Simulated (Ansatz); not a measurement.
Species: C₃H₆O₂Si, charge 0, multiplicity 1. SMILES: O=C([SiH3])CC=O
Structure (B3LYP-D3(BJ)/def2-TZVP (Ansatz, a first-principles code) minimum search):
```xyz
12

O     -1.1846     1.2390    -1.0355
C     -1.6667     0.1385    -0.9427
C     -0.9788    -1.0304    -0.2886
C      0.1846    -0.6387     0.6183
O      0.2719    -1.1290     1.7222
Si     1.5281     0.6347     0.0419
H     -2.6737    -0.0720    -1.3539
H     -1.6964    -1.6418     0.2646
H     -0.5849    -1.6594    -1.0997
H      1.6270     0.6845    -1.4326
H      2.8033     0.1478     0.6152
H      1.1974     1.9582     0.6044
```

Wanted: atomisation energy (electronic, to ground-state atoms), in kcal/mol. Valence correlation only, unless marked. UHF or UKS for open shells. No spin-orbit coupling. Non-relativistic. The coupled-cluster limit lacks core correlation, which all-electron functionals hold. CBS marks a two-point X^-3 extrapolation of the correlation energy; Hartree-Fock from the larger set.

```tsv
level	program	atomisation energy (kcal/mol)
BLYP/def2-TZVPD	Ansatz	1131.0
B3LYP/def2-TZVPD	Ansatz	…
PBE0-D4/def2-TZVPD	Ansatz + dftd4	1141.7
CAM-B3LYP-D3(BJ)/def2-TZVPD	Ansatz + dftd3	…
CCSD(T)/CBS(cc-pV(T+d)Z,cc-pV(Q+d)Z)	Ansatz	1138.4
```

Some entries are withheld; supply them.


- B3LYP/def2-TZVPD, atomisation energy (kcal/mol): 1128.7
- CAM-B3LYP-D3(BJ)/def2-TZVPD, atomisation energy (kcal/mol): 1143.1
